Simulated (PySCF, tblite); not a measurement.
Isomers of C7H11 (doublet state). Method: GFN2-xTB as coded in tblite; computed harmonic values from a numerical Hessian at the method's own geometry, unscaled. Errors from tens to a few hundred cm⁻¹ against measured bands are possible. One conformer each. Open shells enter through the occupations alone, without spin polarisation, and single modes of such species can be off by tens of per cent.

Electronic energies: B3LYP/pcH-1 single points on the GFN2-xTB geometries (PySCF, gas phase).

```
            SMILES  electronic energy, lowest = 0 (kcal/mol)
   C#CC(C)(C)[CH]C                                      36.3
  [CH2]/C=C/C1CCC1                                      13.6
     C=C[C](C=C)CC                                       0.0
[CH2][C@H]1CCC=C1C                                       8.7
```

Q: How do GFN2-xTB zero-point energies change the relative energies?

A: 
```
            SMILES  ZPE (kcal/mol)  of it from modes above 1550 cm⁻¹  electronic (kcal/mol)  with ZPE, lowest = 0 (kcal/mol)  lowest mode (cm⁻¹)  rings
     C=C[C](C=C)CC            96.7                              50.4                    0.0                              0.0                  67      0
[CH2][C@H]1CCC=C1C            97.2                              50.0                    8.7                              9.2                  84      1
  [CH2]/C=C/C1CCC1            98.0                              47.8                   13.6                             14.9                  48      1
   C#CC(C)(C)[CH]C            95.0                              51.3                   36.3                             34.5                  22      0
```

The zero-point energies span 3.0 kcal/mol, from `C#CC(C)(C)[CH]C` to `[CH2]/C=C/C1CCC1`. The order is unchanged.

Q: And how do the electronic energies of GFN2-xTB itself compare?

A: `C=C[C](C=C)CC` 2.7; `[CH2][C@H]1CCC=C1C` 0.0; `[CH2]/C=C/C1CCC1` 0.4; `C#CC(C)(C)[CH]C` 30.8 kcal/mol, lowest = 0. Against the energies above, taken from the same isomer `C=C[C](C=C)CC`, the largest difference is 15.9 kcal/mol.

Q: What do entropy and thermal enthalpy add at 298.15 K and 1 bar (rigid rotor, harmonic oscillator, one conformer each)?

A: 
```
            SMILES  point group  symmetry number  S (cal/(mol K))  H − H(0) (kcal/mol)  ZPE + H − H(0) − TS (kcal/mol)
     C=C[C](C=C)CC           C1                1             90.7                 6.01                            75.7
[CH2][C@H]1CCC=C1C           C1                1             87.9                 5.69                            76.7
  [CH2]/C=C/C1CCC1           Cs                1             88.0                 5.43                            77.2
```

S holds R ln(2S + 1) for the spin.

Not tabulated: `C#CC(C)(C)[CH]C` (lowest mode only 22 cm⁻¹).
